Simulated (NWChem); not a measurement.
Species: C$_{2}$H$_{7}$NOSi; SMILES C=C[SiH](N)O

```xyz
12

Si    -0.0973    -0.5488     0.4130
N      1.5782    -0.5327    -0.0772
O     -0.9459    -1.5913    -0.6028
C     -0.6671     1.2391     0.3200
C     -0.0461     2.1789    -0.4231
H     -0.4196    -1.1125     1.7682
H      2.1884     0.1861     0.3216
H      2.0773    -1.4253    -0.1253
H     -0.8772    -1.3399    -1.5416
H     -1.5733     1.5343     0.8826
H      0.8563     1.9369    -1.0122
H     -0.4042     3.2220    -0.4820
```
Atoms are numbered in this order, from 1.

Program: NWChem. Coordinates come from a PBE-D3(BJ)/def2-SVP optimisation. Not confirmed as a minimum by frequencies. Level: PBE/def2-SVP with SMD (1 M gas to 1 M solution), gas-phase geometry. Reactions with the solvent are ignored.

```json
[
 {"solvent": "water", "dielectric constant": "78.4", "solvation free energy (kcal/mol)": "-3.7", "cavity-dispersion-structure term (kcal/mol)": "4.7", "dipole in solution (D)": "2.69"},
 {"solvent": "1-octanol", "dielectric constant": "9.86", "solvation free energy (kcal/mol)": "-5.1", "cavity-dispersion-structure term (kcal/mol)": "2.2", "dipole in solution (D)": "2.58"},
 {"solvent": "ethylene glycol", "dielectric constant": "40.2", "solvation free energy (kcal/mol)": "-3.5", "cavity-dispersion-structure term (kcal/mol)": "4.8", "dipole in solution (D)": "2.68"},
 {"solvent": "chlorobenzene", "dielectric constant": "5.70", "solvation free energy (kcal/mol)": "-4.2", "cavity-dispersion-structure term (kcal/mol)": "0.4", "dipole in solution (D)": "2.40"},
 {"solvent": "toluene", "dielectric constant": "2.37", "solvation free energy (kcal/mol)": "-3.1", "cavity-dispersion-structure term (kcal/mol)": "0.1", "dipole in solution (D)": "2.26"},
 {"solvent": "2-propanol", "dielectric constant": "19.3", "solvation free energy (kcal/mol)": "-5.9", "cavity-dispersion-structure term (kcal/mol)": "1.6", "dipole in solution (D)": "2.61"},
 {"solvent": "diethyl ether", "dielectric constant": "4.24", "solvation free energy (kcal/mol)": "-4.4", "cavity-dispersion-structure term (kcal/mol)": "-0.1", "dipole in solution (D)": "2.37"}
]
```
